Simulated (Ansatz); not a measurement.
`Cl[BH][SbH2]` + CH₄ → `CBCl` + stibine  (formal exchange of groups at a B–Sb bond)

Gas-phase electronic energies from Ansatz, PBE0-D4/def2-TZVP geometries. CCSD(T)/CBS is the MP2 limit (def2-TZVPP, def2-QZVPP) plus CCSD(T) − MP2 in def2-TZVPP, frozen cores. This one scheme is used for every species. Functionals use def2-TZVPP. B3LYP here is the variant with VWN-RPA as its local correlation; programs differ in this. HSE06 is defined as in plane-wave codes. def2 core potentials past Kr. For Sb outer-core shells are correlated without core-valence functions, which leaves a few kJ/mol of doubt a bond.

(1) Is it downhill or uphill in electronic energy at CCSD(T)/CBS, and by how much? (An estimate is asked.)

(2) What do these levels give: PBE-D4, B3LYP-D4, r2SCANh-D4, r2SCAN, HSE06, BHLYP, RPA@PBE/def2-TZVPP, CCSD(T)/def2-SVP, MP2/def2-TZVPP, CCSD/def2-TZVPP, CCSD(T)/def2-TZVPP, CCSD/CBS(def2)? (Best estimate.)

Largest T1 diagnostic among the species: 0.015.

## Answers

(1) Ansatz gave: Uphill: ΔE = +3.6 kJ/mol.

(2) The calculation gave: PBE-D4 0.9, B3LYP-D4 -3.1, r2SCANh-D4 -3.0, r2SCAN -2.9, HSE06 -3.0, BHLYP -9.5, RPA@PBE/def2-TZVPP -0.8, CCSD(T)/def2-SVP -6.1, MP2/def2-TZVPP 4.2, CCSD/def2-TZVPP -3.5, CCSD(T)/def2-TZVPP -0.8, CCSD/CBS(def2) 0.9 kJ/mol.

In def2-TZVPP, CCSD(T) changes the Hartree–Fock value by +11.3 kJ/mol (the triples alone add +2.7 kJ/mol) and MP2 by +16.3 kJ/mol. At CCSD(T), def2-SVP lies −9.7 kJ/mol from the extrapolated value and def2-TZVPP −4.5 kJ/mol. The D4 term adds +3.6 kJ/mol with B3LYP and +1.9 kJ/mol with PBE0; it sums over pairs of atoms, weighted by their polarisabilities, and B3LYP, whose exchange is more repulsive, gets the larger term.
